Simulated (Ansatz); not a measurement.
CH₄AlNO₂, SMILES `[NH2][Al]([OH])[CH]=O`, relaxed with RKS PBE0-D4/def2-TZVP in Ansatz 0.2.0 from a PBE-D4/def2-SVP geometry. The force threshold is 0.005 eV/Å; the program also tests the step.

The species carries charge 0 and has multiplicity 1.

Start:

```xyz
9

N    -0.751    0.982   -1.002
Al    0.102    0.206    0.353
O     0.575    0.943    1.830
C     0.509   -1.744    0.006
O     0.150   -2.197   -1.075
H    -0.976    0.439   -1.840
H    -1.085    1.942   -1.102
H     0.435    1.866    2.089
H     1.042   -2.436    0.741
```

```json
{"step": "1", "energy (eV)": "-13277.6214", "largest force (eV/Å)": "1.092", "largest move (Å)": "0.000"}
{"step": "2", "energy (eV)": "-13277.6675", "largest force (eV/Å)": "0.248", "largest move (Å)": "0.037"}
{"step": "3", "energy (eV)": "-13277.6726", "largest force (eV/Å)": "0.110", "largest move (Å)": "0.021"}
{"step": "4", "energy (eV)": "-13277.6726", "largest force (eV/Å)": "0.118", "largest move (Å)": "0.010"}
{"step": "5 (rejected)", "energy (eV)": "-13277.6695", "largest force (eV/Å)": "0.241", "largest move (Å)": "0.030"}
{"step": "6", "energy (eV)": "-13277.6738", "largest force (eV/Å)": "0.023", "largest move (Å)": "0.015"}
{"step": "7", "energy (eV)": "-13277.6740", "largest force (eV/Å)": "0.005", "largest move (Å)": "0.014"}
```

End:

```xyz
9

N    -0.751    0.991   -0.998
Al    0.093    0.198    0.324
O     0.559    0.918    1.783
C     0.517   -1.743    0.023
O     0.168   -2.226   -1.033
H    -0.995    0.491   -1.839
H    -1.056    1.948   -1.055
H     0.418    1.825    2.044
H     1.048   -2.404    0.752
```

Hardware: 2 threads of an Intel Xeon Platinum 8259CL on a shared host. Wall time 38 s, peak host memory 0.43 GiB.
